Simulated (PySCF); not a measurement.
SMILES [NH2][Ge][Cl] (CAM-B3LYP/def2-SVP optimised geometry):

```
5

Ge    -0.569    -1.223     0.000
Cl     1.648    -1.223     0.000
N     -0.744     0.575     0.000
H      0.040     1.223     0.000
H     -1.648     1.039     0.000
```

Computed with CAM-B3LYP/def2-TZVP (PySCF).

Task: What are the frontier orbital energies and the dipole moment?

Result: HOMO-2 -10.20 eV, HOMO-1 -9.50 eV, HOMO -8.83 eV, LUMO -0.77 eV, LUMO+1 1.00 eV; dipole moment 2.99 D.

Meta-Löwdin charges at CAM-B3LYP/def2-TZVP: Ge1 0.52, Cl2 -0.36, N3 -0.64, H4 0.24, H5 0.24.
